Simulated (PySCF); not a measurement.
C3H6GeO, SMILES C#C[CH2][GeH2][OH]. Coordinates come from a B3LYP-D3(BJ)/def2-SVP optimisation. This is a generated structure with no PubChem entry under its InChIKey; it may be hypothetical. One conformer was computed; it need not be the lowest.

Computed equilibrium geometry at B3LYP-D3(BJ)/def2-SVP (PySCF confirms it by a frequency run) as Cartesian coordinates in Å, and its point group (one conformer of several):
point group Cs.
```xyz
11

C     -0.2698     3.1621     0.0000
C      0.3222     2.1039     0.0000
C      0.9738     0.8065     0.0000
Ge    -0.3594    -0.6481     0.0000
O      0.6532    -2.1290     0.0000
H     -0.7796     4.1065     0.0000
H      1.6135     0.6745     0.8881
H      1.6135     0.6745    -0.8881
H     -1.2346    -0.5864     1.2724
H     -1.2346    -0.5864    -1.2724
H      0.1401    -2.9472     0.0000
```
Charge 0, spin multiplicity 1.
